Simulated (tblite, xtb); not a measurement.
F4MoO (SMILES [O]=[Mo]([F])([F])([F])[F]), singlet, geometry from GFN2-xTB (such geometries of metal compounds can be far from the true shape). Base run: GFN1-xTB (xtb).

Input for xtb:
```
$ xtb mol.xyz --gfn 1 --json

# file mol.xyz
6

Mo     0.06147091    -0.03387881     0.05793728
O      1.14984763    -0.63372208     1.08374922
F     -1.12609422     0.62063073    -1.06136126
F      0.00314904     1.59071839     0.78506936
F      1.03705102    -0.28749738    -1.41017703
F     -1.22305687    -1.20244210     0.45276230
```

Programs used: tblite, xtb; a row that names a program was run with it.

The base run was repeated with changes; each row names its change, and settings that it needs were set with it.

| change | ΔE vs base (mEh) | HOMO-LUMO gap (eV) | dipole (D) | G_solv (kcal/mol) | SCF cycles |
|---|---|---|---|---|---|
| base | 0.000 | 5.87 | 1.91 | - | 10 |
| gbsa = chcl3 | -27.145 | 6.03 | 1.98 | -17.88 | 10 |
| alpb = cs2 | -0.429 | 5.97 | 2.04 | -0.43 | 10 |
| acc = 0.1 | 0.000 | 5.87 | 1.91 | - | 10 |
| file = coord | 0.000 | 5.87 | 1.91 | - | 10 |
| program = tblite; method = gfn1; option = (--alpb, water) | 13.926 | - | - | - | - |
| program = tblite; method = gfn1; option = (--guess, eeq) | 0.000 | - | - | - | - |
| program = tblite; method = gfn1; option = --spin-polarized | 0.000 | - | - | - | - |
| program = tblite; method = gfn1; option = (--efield, 0,0,0.1) | 0.889 | - | - | - | - |
| program = tblite; method = gfn1; option = (--etemp, 2000) | 0.000 | - | - | - | - |

ALPB and GBSA are two models with their own fitted parameters for each solvent, which aren't always the measured dielectric constant.
